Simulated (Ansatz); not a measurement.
The cluster Ga5As4. The state is a doublet with charge 0. Geometry r2SCAN-D4/def2-SVP; atoms count from 1.

Cartesian coordinates in Å:
```
Ga 0.584 -2.158 0.752
Ga -1.111 0.838 -1.559
Ga 1.489 -0.043 2.262
Ga -0.406 3.059 -0.436
Ga -1.750 -1.184 0.766
As 1.378 1.175 -0.129
As 1.411 -1.101 -1.348
As -0.685 1.083 1.351
As -0.909 -1.670 -1.658
```

The structure comes from a short search, and lower isomers may exist.

Q: Estimate the Mulliken populations from the PBE/def2-SVP orbitals of Ansatz.

A: 
| atom | charge (e) | spin (α − β) |
| --- | --- | --- |
| Ga1 | 0.07 | 0.02 |
| Ga2 | 0.09 | 0.01 |
| Ga3 | 0.15 | -0.01 |
| Ga4 | 0.12 | 0.01 |
| Ga5 | 0.15 | 0.56 |
| As6 | -0.17 | 0.10 |
| As7 | -0.06 | 0.18 |
| As8 | -0.22 | 0.06 |
| As9 | -0.13 | 0.07 |
Mulliken values depend strongly on the basis.

Q: Where does the spin sit?

A: Summed by element: Ga 0.59, As 0.41, of 1 unpaired in all. Largest on single atoms: Ga5 0.56, As7 0.18, As6 0.10.

Q: And the Mayer bond orders between heavy atoms (over 0.3)?

A: Ga1–Ga3 0.42 (2.75 Å); Ga1–Ga5 0.61 (2.53 Å); Ga1–As7 0.73 (2.49 Å); Ga1–As9 0.36 (2.88 Å); Ga2–Ga4 0.47 (2.59 Å); Ga2–As6 0.30 (2.89 Å); Ga2–As8 0.32 (2.95 Å); Ga2–As9 0.65 (2.52 Å); Ga3–As6 0.46 (2.69 Å); Ga3–As8 0.55 (2.61 Å); Ga4–As6 0.54 (2.61 Å); Ga4–As8 0.46 (2.68 Å); Ga5–As8 0.62 (2.57 Å); Ga5–As9 0.60 (2.61 Å); As6–As7 0.74 (2.58 Å); As6–As8 0.80 (2.54 Å); As7–As9 1.02 (2.41 Å).
